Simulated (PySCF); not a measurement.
Compound: C₃H₆B₃N₃S.
Atom-mapped SMILES: `[CH:1]#[C:2][N:3]1[BH:4][NH:5][B:6]([CH:7]=[S:8])[NH:9][BH:10]1` (hydrogens: H11 on C1; H12 on B4; H13 on N5; H14 on C7; H15 on N9; H16 on B10)

Computed, not measured: PBE0-D3(BJ)/def2-SVP geometry optimisation, gas phase (PySCF).

Q: List the bond lengths, angles and torsions at this level.

A: 
| bond | length (pm) | order |
| --- | --- | --- |
| C1≡C2 | 121.0 | triple |
| C2–N3 | 135.4 | single |
| N3–B4, N3–B10 | 145.1 | single |
| B4–N5, N9–B10 | 141.9 | single |
| N5–B6, B6–N9 | 142.4 | single |
| B6–C7 | 158.2 | single |
| C7=S8 | 162.2 | double |
| C1–H11 | 107.3 | single |
| B4–H12, B10–H16 | 120.4 | single |
| N5–H13, N9–H15 | 101.5 | single |
| C7–H14 | 110.5 | single |

Bonds in one row agree within 1 pm and their mean is given. Orders are formal, as drawn. A selection of angles:
| angle | degrees |
| --- | --- |
| C2–C1–H11 | 180.0 |
| C1–C2–N3 | 179.9 |
| C2–N3–B4 | 119.3 |
| B4–N3–B10 | 121.4 |
| N3–B4–N5 | 117.2 |
| N3–B4–H12 | 120.0 |
| N5–B4–H12 | 122.8 |
| B4–N5–B6 | 123.5 |
| B4–N5–H13 | 120.2 |
| B6–N5–H13 | 116.3 |
| N5–B6–C7 | 120.6 |
| N5–B6–N9 | 117.5 |
| B6–C7–S8 | 123.1 |
| B6–C7–H14 | 118.8 |
| S8–C7–H14 | 118.1 |
| B6–N9–H15 | 119.4 |
| B10–N9–H15 | 117.8 |
| N9–B10–H16 | 122.1 |

Dihedral angles: C2–N3–B4–N5 180° (antiperiplanar); N3–B4–N5–B6 0° (synperiplanar); B4–N5–B6–C7 180° (antiperiplanar); N5–B6–C7–S8 -2° (synperiplanar); N5–B6–N9–B10 0° (synperiplanar); B6–N9–B10–N3 0° (synperiplanar); C2–N3–B10–N9 180° (antiperiplanar).

Of the pairs four or more bonds apart, S8···H13 is among the closest relative to their van der Waals radii: 2.73 Å, 91 % of the sum of Bondi's values. The 6-membered ring N3–B4–N5–B6–N9–B10 has internal angles of 117.2° to 123.5°; it is planar, 0.00 Å rms from its mean plane, widest ring torsion 0°. B6 (three-coordinate boron) is planar (angles 121.8°, 120.6° and 117.5°, sum 360.0°, 0.00 Å off the plane of its three neighbours). B4 (three-coordinate boron) is planar (angles 122.8°, 120.0° and 117.2°, sum 360.0°, 0.00 Å off the plane of its three neighbours). N3 (boron-bound nitrogen) is planar (angles 121.4°, 119.4° and 119.3°, sum 360.0°, 0.00 Å off the plane of its three neighbours). The 10 heavy atoms lie in one plane (0.009 Å rms). N5 (boron-bound nitrogen) is planar (angles 123.5°, 120.2° and 116.3°, sum 360.0°, 0.00 Å off the plane of its three neighbours).

No frequency check. The numbers are those of one conformer.
